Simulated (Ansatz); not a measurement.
`[CH3][Ge]([NH2])([NH2])[NH2]` and `[NH2][Ge]([NH2])([NH2])[NH2]` differ in one atom or group.

Ansatz, PBE0-D4/def2-TZVP geometries, multiplicity 1. Each molecule was computed in one conformer, which needn't be the lowest.

Scalar relativity is left out up to krypton.

```csv
property,`[CH3][Ge]([NH2])([NH2])[NH2]`
HOMO–LUMO gap (PBE/def2-TZVPP) / eV,5.29
HOMO–LUMO gap (ωB97M-V/def2-TZVPP) / eV,11.34
HOMO–LUMO gap (PBE0/def2-TZVPP) / eV,7.57
HOMO energy (PBE0/def2-TZVPP) / eV,-6.99
size of the dipole moment (B3LYP/def2-TZVPP) / D,1.32
HOMO energy (B3LYP/def2-TZVPP) / eV,-6.74
```

Problem. What does the change do to each property? (An estimate is asked.)

Solution. The calculation gave: 
```json
{"property": "HOMO–LUMO gap (PBE/def2-TZVPP) / eV", "`[NH2][Ge]([NH2])([NH2])[NH2]`": "5.07", "shift": "-0.22"}
{"property": "HOMO–LUMO gap (ωB97M-V/def2-TZVPP) / eV", "`[NH2][Ge]([NH2])([NH2])[NH2]`": "11.16", "shift": "-0.18"}
{"property": "HOMO–LUMO gap (PBE0/def2-TZVPP) / eV", "`[NH2][Ge]([NH2])([NH2])[NH2]`": "7.37", "shift": "-0.20"}
{"property": "HOMO energy (PBE0/def2-TZVPP) / eV", "`[NH2][Ge]([NH2])([NH2])[NH2]`": "-6.90", "shift": "0.09"}
{"property": "size of the dipole moment (B3LYP/def2-TZVPP) / D", "`[NH2][Ge]([NH2])([NH2])[NH2]`": "1.68", "shift": "0.36"}
{"property": "HOMO energy (B3LYP/def2-TZVPP) / eV", "`[NH2][Ge]([NH2])([NH2])[NH2]`": "-6.65", "shift": "0.09"}
```

With PBE0 the HOMO rises by 0.09 eV and the LUMO falls by 0.10 eV, so the gap narrows by about 0.19 eV. PBE moves the HOMO by 0.09 eV and ωB97M-V by 0.11 eV. Dipoles are sizes alone; their direction can turn.

B3LYP here is the variant with VWN-RPA as its local correlation; programs differ in this.
